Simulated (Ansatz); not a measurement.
Consider the formal exchange of groups at the Si–Si bond: `[GeH3][SiH2][SiH2][SiH2][GeH3]` + `[GeH3][SiH2][GeH3]` → `[GeH3][SiH2][GeH2][SiH2][GeH3]` + `[SiH3][SiH2][GeH3]`.

Isolated molecules relaxed with PBE0-D4/def2-TZVP in Ansatz; ΔE leaves out vibrations. CCSD(T)/CBS adds triple-zeta CCSD(T) − MP2 to the extrapolated MP2 energy (def2 sets, frozen cores). Functionals use def2-TZVPP. B3LYP here is the variant with VWN-RPA as its local correlation; programs differ in this. HSE06 is defined as in plane-wave codes. For Ge outer-core shells are correlated without core-valence functions, which leaves a few kJ/mol of doubt a bond. Scalar relativity is left out up to krypton. One conformer a species, not always the lowest.

| level | ΔE (kJ/mol) | difference from CCSD(T)/CBS |
| --- | --- | --- |
| LDA (SPW92) | -8.7 | 6.6 |
| revPBE-D4 | -9.2 | 6.1 |
| BLYP-D4 | -13.7 | 1.6 |
| r2SCAN-D4 | -11.8 | 3.5 |
| B97M-V | -4.8 | 10.5 |
| B3LYP-D4 | -14.1 | 1.2 |
| r2SCANh-D4 | -12.2 | 3.1 |
| r2SCAN0-D4 | -12.7 | 2.6 |
| HSE06-D4 | -10.9 | 4.4 |
| BHLYP-D4 | -15.3 | 0.0 |
| ωB97X-V | -12.4 | 2.9 |
| ωB97M-V | -15.2 | 0.1 |
| B2PLYP | -15.6 | -0.3 |
| PBE-QIDH | -13.6 | 1.7 |
| PBE | -10.3 | 5.0 |
| revPBE | -10.6 | 4.7 |
| BLYP | -14.7 | 0.6 |
| r2SCAN | -12.0 | 3.3 |
| B3LYP | -14.8 | 0.5 |
| r2SCANh | -12.3 | 3.0 |
| r2SCAN0 | -12.8 | 2.5 |
| HSE06 | -11.2 | 4.1 |
| BHLYP | -15.5 | -0.2 |
| CAM-B3LYP | -14.2 | 1.1 |
| RPA@PBE/def2-TZVPP | -15.7 | -0.4 |
| HF/def2-SVP | -13.7 | 1.6 |
| MP2/def2-SVP | -13.9 | 1.4 |
| CCSD/def2-SVP | -12.2 | 3.1 |
| CCSD(T)/def2-SVP | -11.9 | 3.4 |
| HF/def2-TZVPP | -16.3 | -1.0 |
| MP2/def2-TZVPP | -18.0 | -2.7 |
| SCS-MP2/def2-TZVPP | -17.8 | -2.5 |
| CCSD/def2-TZVPP | -15.6 | -0.3 |
| CCSD(T)/def2-TZVPP | -15.0 | 0.3 |
| HF/def2-QZVPP | -15.6 | -0.3 |
| MP2/def2-QZVPP | -17.9 | -2.6 |
| SCS-MP2/def2-QZVPP | -17.2 | -1.9 |
| HF/CBS(def2) | -15.5 | -0.2 |
| MP2/CBS(def2) | -18.2 | -2.9 |
| CCSD/CBS(def2) | -15.8 | -0.5 |
| CCSD(T)/CBS | -15.3 | 0 |

Largest T1 diagnostic among the species: 0.013.

Leaving LDA and LC-ωPBE aside and taking each functional with its dispersion term where it has one, the values spread over 10.8 kJ/mol, from B2PLYP to B97M-V. At CCSD(T), def2-SVP lies +3.4 kJ/mol from the extrapolated value and def2-TZVPP +0.3 kJ/mol.
